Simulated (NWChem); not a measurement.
# C₃H₈N, doublet; SMILES C[C](C)N

```xyz
12

C     -0.6867     1.3082     0.0026
C      0.0159     0.0000     0.1652
C     -0.6943    -1.3040     0.0026
N      1.4164    -0.0041     0.0088
H     -1.6972     1.2686     0.4246
H     -0.7946     1.6201    -1.0568
H     -0.1485     2.1189     0.5141
H     -1.7046    -1.2586     0.4245
H     -0.1609    -2.1179     0.5143
H     -0.8039    -1.6154    -1.0568
H      1.7958    -0.8378    -0.4304
H      1.8007     0.8275    -0.4301
```
Atoms are numbered in this order, from 1.

Level: B3LYP/6-31G* (spherical d), spin-unrestricted (NWChem), optimised geometry, unscaled harmonic frequencies. B3LYP is NWChem's, with the RPA form of VWN correlation.

Problem. List the harmonic frequencies with IR intensities, and the thermochemistry.

Solution. 
```csv
frequency (cm⁻¹),IR intensity (km/mol)
116,28.7
134,0.7
181,3.9
249,6.7
367,0.0
404,0.0
681,265.7
792,0.5
984,0.0
997,4.7
1034,0.9
1080,1.3
1085,2.6
1374,44.8
1391,3.5
1436,0.0
1457,5.8
1500,5.2
1508,13.0
1518,1.3
1531,0.7
1676,41.1
2902,79.8
2913,117.6
3038,41.2
3039,31.2
3103,4.6
3108,49.2
3483,1.5
3593,1.5
```

The zero-point energy is 66.7 kcal/mol and the thermal correction to the enthalpy at 298.15 K (with zero-point energy) comes out as 71.3 kcal/mol. The heat capacity Cv is 20.4 cal/(mol K). The entropy at 298.15 K and 1 atm (symmetry number 1, electronic part: spin degeneracy alone) is 77.1 cal/(mol K) and the dipole moment is 1.38 D.

Rigid rotor and harmonic oscillator.
